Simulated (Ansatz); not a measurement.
Ansatz (an electronic-structure program) job for ClH₃Si, SMILES [SiH3]Cl (connectivity only; charge and spin as stated), charge -1, multiplicity 2, PBE0-D3(BJ)/def2-TZVPD. 

Ansatz 0.2 input:
```yaml
crystal:
  periodic: [false, false, false]
  atoms:
    - {symbol: Si, position_ang: [-0.13370000, -0.00140000, 0.02810000]}
    - {symbol: Cl, position_ang: [1.90840000, 0.06840000, 0.06430000]}
    - {symbol: H, position_ang: [-0.51470000, -0.98750000, -0.99290000]}
    - {symbol: H, position_ang: [-0.65510000, 1.31270000, -0.35780000]}
    - {symbol: H, position_ang: [-0.60270000, -0.37250000, 1.32830000]}
basis:
  gaussian:
    orbitals: def2-TZVPD
hamiltonian:
  xc: pbe0
  dispersion: d3bj
total_charge: -1
magnetization: {spin_polarized: true, initial_magnetization: 1}
relax: {f_tol: 0.002, max_steps: 200}
```

It prints:

```
WARN ansatz: RAYON_NUM_THREADS=1 ignored (pool sized by the plan → 1); use --threads N
Functional definition: PBE0
integrals: 0.04 GiB planned
757 factors; their error is unknown
mean field: 0.47 GiB planned
mean field evaluation 1: about -20440.6020 eV, gradient 1.5e1 eV
mean field evaluation 2: about -20440.3558 eV, gradient 1.8e1 eV
mean field evaluation 4: about -20442.2252 eV, gradient 1.7e0 eV
mean field evaluation 8: about -20442.2453 eV, gradient 2.2e-1 eV
mean field evaluation 16: about -20442.2791 eV, gradient 1.5e-3 eV
mean field evaluation 32: about -20442.0829 eV, gradient 1.6e0 eV
mean field -20442.27906443 eV, -751.2398993435 hartree, gradient 1.1e-5 eV, S^2 0.751340; 10 other end points of the search recorded, 0 dependent functions left out
the calculation of the forces begins
reference -20442.27909660 eV, -751.2399005255 hartree; 18, 17 occupied and 98, 99 virtual orbitals, 757 factors
relax step   1: F+E_penalty+E_count = -20442.35057957 eV  Δ(F+E_penalty+E_count) = +0.000e0 eV  max|allowed force component| = 1.577e0 eV/Å  Δτ_max = 0.0000 Å  (157 SCF iters, accepted)
these checks for a lower state are left out or cut short: starts, cluster_reference, orbital_swaps, neighbouring_geometries, increment
integrals: 0.04 GiB planned
757 factors; their error is unknown
mean field: 0.47 GiB planned
mean field evaluation 64: about -20442.4287 eV, gradient 6.6e-2 eV
mean field -20442.42884938 eV, -751.2454038387 hartree, gradient 1.7e-5 eV, S^2 0.751887; 0 other end points of the search recorded, 0 dependent functions left out
the calculation of the forces begins
reference -20442.42888968 eV, -751.2454053196 hartree; 18, 17 occupied and 98, 99 virtual orbitals, 757 factors
relax step   2: F+E_penalty+E_count = -20442.49959223 eV  Δ(F+E_penalty+E_count) = -1.490e-1 eV  max|allowed force component| = 1.118e0 eV/Å  Δτ_max = 0.0776 Å  (47 SCF iters, accepted)
these checks for a lower state are left out or cut short: starts, cluster_reference, orbital_swaps, neighbouring_geometries, increment
integrals: 0.04 GiB planned
757 factors; their error is unknown
mean field: 0.46 GiB planned
mean field -20442.64234742 eV, -751.2532497469 hartree, gradient 1.5e-5 eV, S^2 0.753159; 0 other end points of the search recorded, 0 dependent functions left out
the calculation of the forces begins
reference -20442.64239204 eV, -751.2532513866 hartree; 18, 17 occupied and 98, 99 virtual orbitals, 757 factors
relax step   3: F+E_penalty+E_count = -20442.71128387 eV  Δ(F+E_penalty+E_count) = -2.117e-1 eV  max|allowed force component| = 4.392e-1 eV/Å  Δτ_max = 0.1793 Å  (38 SCF iters, accepted)
these checks for a lower state are left out or cut short: starts, cluster_reference, orbital_swaps, neighbouring_geometries, increment
integrals: 0.04 GiB planned
757 factors; their error is unknown
mean field: 0.46 GiB planned
mean field -20442.72808351 eV, -751.2564004902 hartree, gradient 1.9e-5 eV, S^2 0.753658; 0 other end points of the search recorded, 0 dependent functions left out
the calculation of the forces begins
reference -20442.72812622 eV, -751.2564020597 hartree; 18, 17 occupied and 98, 99 virtual orbitals, 757 factors
relax step   4: F+E_penalty+E_count = -20442.79632476 eV  Δ(F+E_penalty+E_count) = -8.504e-2 eV  max|allowed force component| = 5.862e-1 eV/Å  Δτ_max = 0.2000 Å  (35 SCF iters, accepted)
these checks for a lower state are left out or cut short: starts, cluster_reference, orbital_swaps, neighbouring_geometries, increment
integrals: 0.04 GiB planned
757 factors; their error is unknown
mean field: 0.46 GiB planned
mean field -20442.81787264 eV, -751.2597001797 hartree, gradient 2.7e-5 eV, S^2 0.753353; 0 other end points of the search recorded, 0 dependent functions left out
the calculation of the forces begins
reference -20442.81791229 eV, -751.2597016370 hartree; 18, 17 occupied and 98, 99 virtual orbitals, 757 factors
relax step   5: F+E_penalty+E_count = -20442.88665287 eV  Δ(F+E_penalty+E_count) = -9.033e-2 eV  max|allowed force component| = 5.946e-2 eV/Å  Δτ_max = 0.1975 Å  (31 SCF iters, accepted)
these checks for a lower state are left out or cut short: starts, cluster_reference, orbital_swaps, neighbouring_geometries, increment
integrals: 0.04 GiB planned
757 factors; their error is unknown
mean field: 0.46 GiB planned
mean field evaluation 96: about -20442.7956 eV, gradient 5.5e-2 eV
mean field -20442.82872382 eV, -751.2600989535 hartree, gradient 8.2e-6 eV, S^2 0.753391; 0 other end points of the search recorded, 0 dependent functions left out
the calculation of the forces begins
reference -20442.82876307 eV, -751.2601003960 hartree; 18, 17 occupied and 98, 99 virtual orbitals, 757 factors
relax step   6: F+E_penalty+E_count = -20442.89700706 eV  Δ(F+E_penalty+E_count) = -1.035e-2 eV  max|allowed force component| = 1.036e-1 eV/Å  Δτ_max = 0.0933 Å  (32 SCF iters, accepted)
these checks for a lower state are left out or cut short: starts, cluster_reference, orbital_swaps, neighbouring_geometries, increment
integrals: 0.04 GiB planned
757 factors; their error is unknown
mean field: 0.46 GiB planned
mean field -20442.87510271 eV, -751.2618033461 hartree, gradient 1.7e-5 eV, S^2 0.753852; 0 other end points of the search recorded, 0 dependent functions left out
the calculation of the forces begins
reference -20442.87514124 eV, -751.2618047622 hartree; 18, 17 occupied and 98, 99 virtual orbitals, 757 factors
relax step   7: F+E_penalty+E_count = -20442.94456876 eV  Δ(F+E_penalty+E_count) = -4.756e-2 eV  max|allowed force component| = 3.957e-1 eV/Å  Δτ_max = 0.1964 Å  (34 SCF iters, accepted)
these checks for a lower state are left out or cut short: starts, cluster_reference, orbital_swaps, neighbouring_geometries, increment
integrals: 0.04 GiB planned
757 factors; their error is unknown
mean field: 0.46 GiB planned
mean field -20442.94375136 eV, -751.2643261374 hartree, gradient 1.4e-5 eV, S^2 0.754173; 0 other end points of the search recorded, 0 dependent functions left out
the calculation of the forces begins
reference -20442.94378858 eV, -751.2643275053 hartree; 18, 17 occupied and 98, 99 virtual orbitals, 757 factors
relax step   8: F+E_penalty+E_count = -20443.01333255 eV  Δ(F+E_penalty+E_count) = -6.876e-2 eV  max|allowed force component| = 3.798e-1 eV/Å  Δτ_max = 0.1950 Å  (31 SCF iters, accepted)
these checks for a lower state are left out or cut short: starts, cluster_reference, orbital_swaps, neighbouring_geometries, increment
integrals: 0.04 GiB planned
757 factors; their error is unknown
mean field: 0.46 GiB planned
mean field -20443.01120505 eV, -751.2668050151 hartree, gradient 1.5e-5 eV, S^2 0.754303; 0 other end points of the search recorded, 0 dependent functions left out
the calculation of the forces begins
reference -20443.01124190 eV, -751.2668063690 hartree; 18, 17 occupied and 98, 99 virtual orbitals, 757 factors
relax step   9: F+E_penalty+E_count = -20443.07975385 eV  Δ(F+E_penalty+E_count) = -6.642e-2 eV  max|allowed force component| = 3.278e-1 eV/Å  Δτ_max = 0.1946 Å  (31 SCF iters, accepted)
these checks for a lower state are left out or cut short: starts, cluster_reference, orbital_swaps, neighbouring_geometries, increment
integrals: 0.04 GiB planned
757 factors; their error is unknown
mean field: 0.46 GiB planned
mean field evaluation 128: about -20442.9700 eV, gradient 1.8e-3 eV
mean field -20442.97000668 eV, -751.2652910027 hartree, gradient 1.3e-5 eV, S^2 0.754260; 0 other end points of the search recorded, 0 dependent functions left out
the calculation of the forces begins
reference -20442.97004357 eV, -751.2652923583 hartree; 18, 17 occupied and 98, 99 virtual orbitals, 757 factors
relax step  10: F+E_penalty+E_count = -20443.03755466 eV  Δ(F+E_penalty+E_count) = +4.220e-2 eV  max|allowed force component| = 5.963e-1 eV/Å  Δτ_max = 0.1620 Å  (31 SCF iters, rejected (line search))
these checks for a lower state are left out or cut short: starts, cluster_reference, orbital_swaps, neighbouring_geometries, increment
integrals: 0.04 GiB planned
757 factors; their error is unknown
mean field: 0.46 GiB planned
mean field -20443.03039291 eV, -751.2675101559 hartree, gradient 1.1e-5 eV, S^2 0.754235; 0 other end points of the search recorded, 0 dependent functions left out
the calculation of the forces begins
reference -20443.03042959 eV, -751.2675115036 hartree; 18, 17 occupied and 98, 99 virtual orbitals, 757 factors
relax step  11: F+E_penalty+E_count = -20443.09853551 eV  Δ(F+E_penalty+E_count) = -1.878e-2 eV  max|allowed force component| = 7.646e-2 eV/Å  Δτ_max = 0.0523 Å  (32 SCF iters, accepted)
these checks for a lower state are left out or cut short: starts, cluster_reference, orbital_swaps, neighbouring_geometries, increment
integrals: 0.04 GiB planned
757 factors; their error is unknown
mean field: 0.46 GiB planned
mean field -20443.03073460 eV, -751.2675227126 hartree, gradient 1.4e-5 eV, S^2 0.754254; 0 other end points of the search recorded, 0 dependent functions left out
the calculation of the forces begins
reference -20443.03077130 eV, -751.2675240612 hartree; 18, 17 occupied and 98, 99 virtual orbitals, 757 factors
relax step  12: F+E_penalty+E_count = -20443.09887187 eV  Δ(F+E_penalty+E_count) = -3.364e-4 eV  max|allowed force component| = 1.288e-2 eV/Å  Δτ_max = 0.0073 Å  (30 SCF iters, accepted)
these checks for a lower state are left out or cut short: starts, cluster_reference, orbital_swaps, neighbouring_geometries, increment
integrals: 0.04 GiB planned
757 factors; their error is unknown
mean field: 0.46 GiB planned
mean field -20443.03074627 eV, -751.2675231415 hartree, gradient 2.6e-5 eV, S^2 0.754247; 0 other end points of the search recorded, 0 dependent functions left out
the calculation of the forces begins
reference -20443.03078296 eV, -751.2675244900 hartree; 18, 17 occupied and 98, 99 virtual orbitals, 757 factors
relax step  13: F+E_penalty+E_count = -20443.09887346 eV  Δ(F+E_penalty+E_count) = -1.588e-6 eV  max|allowed force component| = 1.461e-2 eV/Å  Δτ_max = 0.0075 Å  (25 SCF iters, accepted)
these checks for a lower state are left out or cut short: starts, cluster_reference, orbital_swaps, neighbouring_geometries, increment
integrals: 0.04 GiB planned
757 factors; their error is unknown
mean field: 0.46 GiB planned
mean field -20443.03076637 eV, -751.2675238803 hartree, gradient 1.3e-5 eV, S^2 0.754254; 0 other end points of the search recorded, 0 dependent functions left out
the calculation of the forces begins
reference -20443.03080307 eV, -751.2675252289 hartree; 18, 17 occupied and 98, 99 virtual orbitals, 757 factors
relax step  14: F+E_penalty+E_count = -20443.09890830 eV  Δ(F+E_penalty+E_count) = -3.484e-5 eV  max|allowed force component| = 6.526e-3 eV/Å  Δτ_max = 0.0041 Å  (26 SCF iters, accepted)
these checks for a lower state are left out or cut short: starts, cluster_reference, orbital_swaps, neighbouring_geometries, increment
integrals: 0.04 GiB planned
757 factors; their error is unknown
mean field: 0.46 GiB planned
mean field evaluation 160: about -20443.0308 eV, gradient 4.4e-5 eV
mean field -20443.03078137 eV, -751.2675244316 hartree, gradient 4.4e-5 eV, S^2 0.754252; 0 other end points of the search recorded, 0 dependent functions left out
the calculation of the forces begins
reference -20443.03081807 eV, -751.2675257801 hartree; 18, 17 occupied and 98, 99 virtual orbitals, 757 factors
relax step  15: F+E_penalty+E_count = -20443.09891767 eV  Δ(F+E_penalty+E_count) = -9.371e-6 eV  max|allowed force component| = 3.926e-4 eV/Å  Δτ_max = 0.0019 Å  (22 SCF iters, accepted)
integrals: 0.04 GiB planned
757 factors; their error is unknown
mean field: 0.46 GiB planned
mean field -20443.03078137 eV, -751.2675244316 hartree, gradient 4.4e-5 eV, S^2 0.754252; 1 other end points of the search recorded, 0 dependent functions left out
the calculation of the forces begins
reference -20443.03081807 eV, -751.2675257801 hartree; 18, 17 occupied and 98, 99 virtual orbitals, 757 factors
Total energy: -20443.09895436 eV, -751.2700297427 hartree
Atom 0 at    -0.100680     0.283512    -0.069136 Å, force    -0.000026    -0.000036     0.000050 eV/Å
Atom 1 at     2.279283    -0.353001     0.186316 Å, force     0.000105    -0.000013     0.000000 eV/Å
Atom 2 at    -0.373234    -0.861446    -1.001512 Å, force    -0.000009     0.000077     0.000393 eV/Å
Atom 3 at    -1.358775     1.150392    -0.355971 Å, force    -0.000092     0.000113    -0.000050 eV/Å
Atom 4 at    -0.444393    -0.199757     1.310304 Å, force     0.000022    -0.000142    -0.000393 eV/Å
Dipole moment:     0.037125    -0.016090     0.005745 e Å
```

The run converged.
